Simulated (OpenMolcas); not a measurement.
A run on V2+ among 4 point charges of -2 e arranged as a tetrahedron (Td), 1.9 Å from the ion.

```json
{
  "Program": "OpenMolcas",
  "Method": "SS-CASPT2, IPEA 0.25 Eh, imaginary shift 0.1 Eh (closed shells correlated: 3s 3p)",
  "Basis": "ANO-RCC-VDZP [5s4p2d1f]",
  "Scalar Hamiltonian": "DKH2, point nucleus",
  "Active space": "3 electrons in 5 orbitals (3d)",
  "State averaging": "2S+1 = 4 even, 10 roots; 2S+1 = 2 even, 40 roots",
  "Spin-orbit coupling": "RASSI with atomic mean-field integrals over the reference wave functions"
}
```

First CASPT2 step and the start of its output:

```
&CASPT2
Multistate=10 1 2 3 4 5 6 7 8 9 10
NoMult
Frozen=5
IPEA=0.25
Imaginary=0.1
MaxIter=60
WThr=0.0 0.3 0.05
PrWF=0.5
NoMix
```

```
--- CASPT2 ---
Orbital specifications:
      -----------------------

      Symmetry species                           1
                                                 a
      Frozen orbitals                            5
      Inactive orbitals                          4
      Active orbitals                            5
      Secondary orbitals                        20
      Deleted orbitals                           0
      Number of basis functions                 34
Type of calculation                        SS-CASPT2
      Fock operator                              state-specific
      IPEA shift                                 0.25
      Real shift                                 0.00
      Imaginary shift                            0.10
      The input orbitals will be transformed to quasi-canonical
Reference energy:        -951.9241931979
      E2 (Non-variational):      -0.2591610881
      Shift correction:          -0.0038706520
      E2 (Variational):          -0.2630317400
      Total energy:            -952.1872249379
      Residual norm:              0.0000004914
      Reference weight:           0.86688
      Contributions to the CASPT2 correlation energy
      Active & Virtual Only:         -0.0323578353
      One Inactive Excited:          -0.1028473983
      Two Inactive Excited:          -0.1239558545
Reference energy:        -951.9241931979
      E2 (Non-variational):      -0.2588717531
      Shift correction:          -0.0035876242
      E2 (Variational):          -0.2624593773
      Total energy:            -952.1866525752
      Residual norm:              0.0000002031
      Reference weight:           0.87196
      Contributions to the CASPT2 correlation energy
      Active & Virtual Only:         -0.0320817676
...
```

Over all roots the printed reference weights run from 0.40 to 0.92, and roots that are degenerate in the reference spread by up to 3700 cm-1.

Q: Did the run give usable levels, and if not, why?

A: No. The equations converged, but the reference weight falls to 0.40 for at least one root against 0.92 for the best. A drop of that size marks an intruder state, so the energies of such roots and the levels built on them can't be trusted.
